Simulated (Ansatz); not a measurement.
**Counterpoise correction, worked out**

The pair of K⁺ (SMILES [K+], atom 1) and SiH₄ (SMILES [SiH4], atoms 2–6), both closed shells, in one local arrangement (a lower one may exist), relaxed at PBE0-D4/def2-TZVP:

K1  (-0.089, -0.124, -3.244)
Si2  (0.019, 0.026, 0.692)
H3  (-0.071, -1.194, -0.173)
H4  (1.276, -0.012, 1.465)
H5  (-1.196, 0.126, 1.526)
H6  (0.060, 1.177, -0.266)
(Å)

Program: Ansatz 0.2.0. Basis: def2-TZVPPD. Cores are frozen in the correlated methods. The outer core shell of Li, Na, Mg and K is correlated. The def2 sets are not built for correlating such inner shells, so the correlated values are less sure here.

CCSD(T) total energies in eV:

| system | geometry | basis functions | energy |
| --- | --- | --- | --- |
| pair | pair | all | -24234.82258 |
| K⁺ | as in the pair | all (partner as ghosts) | -16304.25912 |
| SiH₄ | as in the pair | all (partner as ghosts) | -7930.36426 |
| K⁺ | as in the pair | its own | -16304.24723 |
| SiH₄ | as in the pair | its own | -7930.36184 |
| K⁺ | free (PBE0-D4 minimum) | its own | -16304.24723 |
| SiH₄ | free (PBE0-D4 minimum) | its own | -7930.38537 |

Task: Work out the interaction energy with and without the counterpoise correction, the superposition error, and the binding energy from the relaxed fragments.

Result: Without correction: -24234.82258 − (-16304.24723) − (-7930.36184) = -0.21351 eV.
With correction (each fragment in the whole basis): -24234.82258 − (-16304.25912) − (-7930.36426) = -0.19920 eV = -4.59 kcal/mol.
The superposition error is the difference, 0.01431 eV, 7 % of the uncorrected value: each fragment borrows its partner's functions.
Deformation from the free shapes: 0.00000 eV for K⁺ and 0.02353 eV for SiH₄.
Binding energy from relaxed fragments: -0.19920 + 0.00000 + 0.02353 = -0.17567 eV = -4.05 kcal/mol (electronic, without zero-point energy; negative means bound). For comparison, the corrected interaction energy by CCSD(T) at an estimated basis limit (MP2 extrapolated from triple and quadruple zeta, plus CCSD(T) − MP2 in triple zeta) is -0.213 eV; triple zeta with the correction binds less.

The T1 diagnostic stays at or below 0.012.

For scale, one of the runs: CCSD(T)/def2-TZVPPD, 152 basis functions, launched by `ansatz run in.yaml --threads 2 --pin off --events-out ev --progress --plain --max-ram 5222MiB`. Time: 9 s of wall clock on 2 CPU threads of an Arm Neoverse V2; the host was shared. Peak host memory: 0.94 GiB.
